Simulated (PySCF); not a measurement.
## Ionisation energy of Yb³⁸⁺ by level of theory

Yb³⁸⁺ [Ar] 3d10 4s2 4p2 [4p1/2^2, M_J = 0] → Yb³⁹⁺ [Ar] 3d10 4s2 4p1 [4p1/2^1, M_J = 1/2], as a difference of total energies. All numbers are calculated (PySCF 2.14, the two-component X2C-1e Hamiltonian, in an even-tempered Gaussian basis (16 s from 4.3 bohr⁻², ratio 2.8; 13 p from 5.6 bohr⁻², ratio 2.8; 8 d from 10 bohr⁻², ratio 2.8; 4 f from 25 bohr⁻², ratio 3)). Correlated levels: [Ne] frozen; the 72 highest virtual spinors dropped. "Screened" scales the spin-orbit matrix elements by Boettger's factors to mimic the two-electron term; Breit and QED terms are absent.

| method | ionisation energy (eV) |
| --- | --- |
| GHF (spin-free) | 1739.0 |
| GMP2 (spin-free) | 1740.1 |
| GHF (screened spin-orbit) | 1783.6 |
| GMP2 (screened spin-orbit) | 1785.3 |

Breit and QED terms and the two-electron picture change are absent.

The spin-free rows relax to the high-spin LS determinant and lack the spin-orbit shift.

The labels give the starting determinants; with spin-orbit coupling the two ends relaxed to ⟨J²⟩ = 0.00, ⟨L²⟩ = 1.37, ⟨S²⟩ = 1.37 and ⟨J²⟩ = 0.75, ⟨L²⟩ = 2.05, ⟨S²⟩ = 0.79.

For comparison: 1789 ± 4 eV (theoretical estimate listed by NIST; NIST Atomic Spectra Database, ionization energies).
